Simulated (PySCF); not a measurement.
Precursor series Zr NH2-Br. All species are isolated molecules in the gas phase. One relaxed conformer stands for each flexible species; it need not be the lowest.

The HOMO–LUMO gap from two functionals at the same geometries (r2SCAN-D4/def2-SVP), both in PySCF: PBE-D3(BJ)/def2-TZVP and TPSSh-D3(BJ)/def2-TZVP. 

```tsv
species	PBE-D3(BJ)/def2-TZVP (eV)
0 of 4 NH2 replaced by Br ([Zr(NH2)4])	4.53
2 of 4 NH2 replaced by Br	3.97
4 of 4 NH2 replaced by Br ([Zr(Br)4])	4.05
```

### Question
What does TPSSh-D3(BJ)/def2-TZVP give for each?

### Answer

- 0 of 4 NH2 replaced by Br ([Zr(NH2)4]): 5.61
- 2 of 4 NH2 replaced by Br: 4.99
- 4 of 4 NH2 replaced by Br ([Zr(Br)4]): 4.98
Over these rows, drawn at random from the members with no instability flagged (it was tested for open shells, ions and some series alone), PBE minus TPSSh-D3(BJ): mean -1.01 eV, from -1.08 eV to -0.92 eV.
